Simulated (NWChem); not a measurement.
Species: CH$_{4}$O$_{2}$Zn; SMILES [OH][Zn][O]C

```xyz
8

Zn    -0.0750     0.4190    -0.0126
O      0.2006     2.1734     0.1008
H      0.2321     2.5816    -0.7846
O     -0.5226    -1.3056     0.0352
C      0.4219    -2.3444     0.0104
H      1.1399    -2.3291     0.8691
H     -0.1157    -3.3196     0.0679
H      1.0372    -2.3793    -0.9242
```
Atoms are numbered in this order, from 1.

Computed with NWChem. Geometry: optimised at PBE-D3(BJ)/def2-SVP.

For level PBE/def2-SVP:

| Property | Value |
|---|---|
| highest occupied level (eV) | -5.51 |
| orbital gap (eV) | 3.86 |

Task: Estimate the same quantities for level BP86/def2-SVP.

Result: The highest occupied level (eV) is -5.65 and the orbital gap (eV) comes out as 3.98.
